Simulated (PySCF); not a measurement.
Species: C3H6BFO.
SMILES with atom numbers: `[BH2:1]/[C:2]([F:3])=[CH:4]/[O:5][CH3:6]` (hydrogens: H7, H8 on B1; H9 on C4; H10, H11, H12 on C6)

Method: PBE0-D3(BJ)/def2-SVP geometry optimisation, gas phase (PySCF 2.14.0); density fitting, grid level 1; the optimiser is geomeTRIC in internal coordinates, started from a GFN2-xTB structure with every atom displaced at random (about 0.01 Å).

Step 0: E = -8631.2608 eV
```
atom  x, y, z in Å  |  force x, y, z in eV/Å
B1      2.5406    0.1486   -0.4942   -1.825   0.492   0.108
C2      1.2835   -0.4977    0.0911    2.416  -1.685   0.486
F3      1.4002   -1.6939    0.7323   -0.025   0.348  -0.218
C4      0.0684    0.0106    0.0226   -3.684   0.259   0.544
O5     -1.0430   -0.5950    0.5455    1.548   0.536  -0.562
C6     -2.2765    0.0798    0.4023    0.547  -0.385   0.544
H7      2.4013    1.1954   -1.0469   -0.026   0.380  -0.214
H8      3.5794   -0.3320   -0.4055    1.367  -0.736   0.153
H9     -0.1076    0.9681   -0.4534    0.072   0.381  -0.262
H10    -3.0195   -0.5546    0.8978   -0.105   0.040  -0.008
H11    -2.5360    0.1976   -0.6416   -0.230   0.105  -0.685
H12    -2.2482    1.0576    0.8936   -0.054   0.266   0.114
```

Step 1: E = -8631.3966 eV
```
atom  x, y, z in Å  |  force x, y, z in eV/Å
B1      2.4770    0.1564   -0.4986    0.315  -0.045   0.162
C2      1.2906   -0.5849    0.0662   -0.532   0.187  -0.258
F3      1.4155   -1.7120    0.7794    0.060  -0.088   0.041
C4      0.0278   -0.0646   -0.0589    0.772   0.104   0.677
O5     -1.0013   -0.5568    0.5963   -0.410  -0.195  -0.193
C6     -2.2372    0.1062    0.4385   -0.075   0.030  -0.183
H7      2.2958    1.2171   -1.0442   -0.067  -0.034  -0.174
H8      3.6045   -0.2557   -0.3248   -0.121   0.046  -0.051
H9     -0.1084    0.8666   -0.6116   -0.035   0.076  -0.198
H10    -3.0187   -0.5571    0.8290    0.028  -0.006   0.021
H11    -2.4456    0.3137   -0.6290    0.012  -0.037   0.159
H12    -2.2574    1.0556    1.0013    0.054  -0.038  -0.002
```

Step 2: E = -8631.4212 eV
```
atom  x, y, z in Å  |  force x, y, z in eV/Å
B1      2.4731    0.1496   -0.5226    0.002   0.020  -0.064
C2      1.3150   -0.5641    0.1380   -0.292  -0.020   0.366
F3      1.4878   -1.6971    0.8356    0.032  -0.137   0.013
C4      0.0553   -0.0395    0.0907   -0.102   0.245  -0.500
O5     -1.0381   -0.5757    0.6040    0.275  -0.218   0.116
C6     -2.2550    0.1077    0.4002    0.054   0.072   0.059
H7      2.2274    1.1442   -1.1641    0.032   0.041   0.039
H8      3.6051   -0.2621   -0.4294   -0.054  -0.004  -0.014
H9     -0.0743    0.8928   -0.4716    0.035   0.031  -0.014
H10    -3.0630   -0.5773    0.6840    0.018  -0.010   0.017
H11    -2.3847    0.3976   -0.6557    0.024  -0.020  -0.003
H12    -2.3060    1.0084    1.0345   -0.023   0.000  -0.015
```

Problem. Estimate the geometry and energy of step 3. (The exact step hangs on the optimiser's Hessian estimate; all steps are aligned on step 2, rigid shifts and turns removed.)

Solution. E = -8631.4200 eV, largest force 0.610 eV/Å
```
atom  x, y, z in Å  |  force x, y, z in eV/Å
B1      2.4892    0.1324   -0.5095   -0.027  -0.049  -0.050
C2      1.2849   -0.5205    0.1352    0.389   0.272  -0.025
F3      1.3919   -1.6633    0.8341   -0.094   0.088  -0.046
C4      0.0539    0.0534    0.0411    0.082  -0.601  -0.067
O5     -0.9953   -0.5499    0.5706   -0.279   0.279  -0.034
C6     -2.2484    0.0768    0.4170    0.011   0.001   0.103
H7      2.3097    1.1311   -1.1678    0.007   0.041   0.063
H8      3.5929   -0.3399   -0.3976    0.021  -0.001  -0.010
H9     -0.0779    0.9799   -0.5339   -0.048  -0.061   0.116
H10    -3.0098   -0.6525    0.7180   -0.020   0.011   0.005
H11    -2.4252    0.3718   -0.6293   -0.010   0.003  -0.046
H12    -2.3229    0.9651    1.0657   -0.032   0.018  -0.008
```

The energy changes by +0.0012 eV. The first-order estimate −F·Δx gives -0.0548 eV and the mean of the old and new forces, exact on a quadratic surface, +0.0019 eV. The step makes an angle of 76° with the force vector and moves no atom by more than 0.107 Å. The energy falls at the start of this step and ends higher, so the step passed the lowest point of its straight line.

What follows is the cost of the whole optimisation. The run took 37 s of wall time on an Arm Neoverse V1 with one thread, shared host, and the process peaked at 0.45 GiB of memory.
